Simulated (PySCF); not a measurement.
Gas-phase reaction: 2 Si2O(OH)6 + O2 → 2 Si2O2 + 6 H2O2

Method: PySCF energies plus ideal-gas RRHO corrections (1 bar). † marks an energy on the PBE0/def2-TZVP geometry and frequencies. Open shells (unrestricted): O2 (multiplicity 3); the rest are closed-shell singlets. B3LYP is the form with VWN-RPA correlation. Si2O(OH)6, Si2O2: computed as isolated molecules; such fragments, hydroxides, amides, oligomers or adducts are transient or little studied in the gas.

r2SCAN/def2-TZVP† gives ΔH°(298 K) = 3344 kJ.

**Question.** What do LDA/def2-TZVP†, PBE0/def2-SVP†, B3LYP/def2-TZVP† give?

**Answer.** LDA/def2-TZVP†: 3273 kJ; PBE0/def2-SVP†: 3149 kJ; B3LYP/def2-TZVP†: 3148 kJ. For scale, ΔH°(298 K) is 3344 kJ at this level, 3232 kJ at ωB97M-V/def2-TZVP†, and runs from 2702 to 3528 kJ over the 18 levels computed.
